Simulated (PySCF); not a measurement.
## Working out the ionisation energy of Rb

Rb [Kr] 5s1 (2S) → Rb+ [Kr] (1S). All numbers are calculated (PySCF 2.14, scalar relativity by spin-free X2C-1e, in x2c-TZVPPall with one added diffuse shell each of s, p, d, f type (9s7p7d3f1g, 95 functions)). Frozen: [Ar] 3d10. Energies in hartree (1 hartree = 27.21139 eV):

| part | Rb (lower) | Rb+ (upper) |
| --- | --- | --- |
| UHF | -2979.117214 | -2978.977599 |
| MP2 opposite-spin | -0.127459 | -0.121309 |
| MP2 same-spin | -0.046825 | -0.041690 |

**Question.** What does Hartree-Fock give?

**Answer.** (-2978.977599) − (-2979.117214) = 0.139615 hartree = 3.799 eV.

**Question.** What do MP2 and SCS-MP2 (6/5 opposite-spin, 1/3 same-spin) give?

**Answer.** The opposite-spin parts differ by 0.167 eV and the same-spin parts by 0.140 eV. MP2: 3.799 + (0.167) + (0.140) = 4.106 eV. SCS-MP2: 3.799 + 1.2 × (0.167) + (0.140)/3 = 4.046 eV.

Measured between the centres of the two terms (NIST): 4.177 eV, so MP2 (valence and next inner shell) is off by -0.071 eV.

What remains against the reference includes basis incompleteness, the frozen core and correlation beyond second order.
